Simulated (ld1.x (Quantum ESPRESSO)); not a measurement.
## C (Z = 6): one change to an ultrasoft potential, before and after

carbon, ultrasoft, made with ld1.x (Quantum ESPRESSO) 7.5 (PBEsol, scalar-relativistic). Core [He], reference 2s2 2p2. Waves: 2s (bound): rcut 1.15, rcutus 1.35 bohr; 2s channel at 0.85 Ry: rcut 1.15, rcutus 1.35 bohr; 2p (bound): rcut 2.15, rcutus 2.90 bohr; 2p channel at 1.6 Ry: rcut 2.15, rcutus 2.90 bohr; 3d channel at 0.15 Ry: rcut 2.55, rcutus 3.05 bohr; 3d channel at 0.8 Ry: rcut 2.55, rcutus 3.05 bohr. Local part: all-electron potential smoothed inside 2.25 bohr (lloc = -1). Core correction: Bessel-smoothed model core inside 0.60 bohr. Augmentation charge: PSQ, radius 1.30 bohr.

Change: local potential all-electron potential smoothed inside 1.30 bohr (lloc = -1).

Cutoffs: the cutoffs (Ry, on a coarse ladder) from which the occupation-weighted sum of valence levels, in a spherical-Bessel basis at the reference potential, stays within 10 and 1 mRy of its value at 400 Ry; they do not see the model core or the augmentation charge, which bear on the density cutoff. Errors are all-electron minus pseudo energies relative to the spin-unpolarised reference configuration.

**Question.** Predict the effect on cutoff, ghosts and configuration errors.

**Answer.** The potential gets softer (8 Ry and 15 Ry → 8 Ry and 12 Ry); of the 7 tests that both files solve, the error grows in 3 and shrinks in 1 by more than 15 % and 0.3 meV (median size 1.5 → 1.9 meV); the range in which the d phases agree narrows (upper end 3.1 → 1.1); neither file shows a bound ghost.

```tsv
quantity	base	changed
cutoff, loose	8 Ry	8 Ry
cutoff, tight	15 Ry	12 Ry
bound ghosts	none	none
error for 2s2 2p1, meV [ΔE 10.79 eV]	-0.6	-1.9
error for 2s2 2p0, meV [ΔE 34.81 eV]	-16	-23
error for 2s1 2p0, meV [ΔE 82.77 eV]	-1.4	-18
error for 2s2 2p2.3, meV [ΔE -1.14 eV]	+0.7	+0.4
error for 2s1 2p2, meV [ΔE 19.50 eV]	+1.7	-0.3
error for 2s1 2p3, meV [ΔE 8.43 eV]	-1.5	-1.6
error for 2s0 2p4, meV [ΔE 16.87 eV]	-6.5	-6.7
s: phases at 3.29 bohr within 0.05 rad from the reference energy up to (Ry; the scan ends near 5)	to the end of the scan	to the end of the scan
p: phases at 3.29 bohr within 0.05 rad from the reference energy up to (Ry; the scan ends near 5)	3.1	3.8
d: phases at 3.29 bohr within 0.05 rad from the reference energy up to (Ry; the scan ends near 5)	3.1	1.1
lowest overlap eigenvalue by channel	s 0.62, p 0.79, d 0.88	s 0.54, p 0.79, d 0.73
```
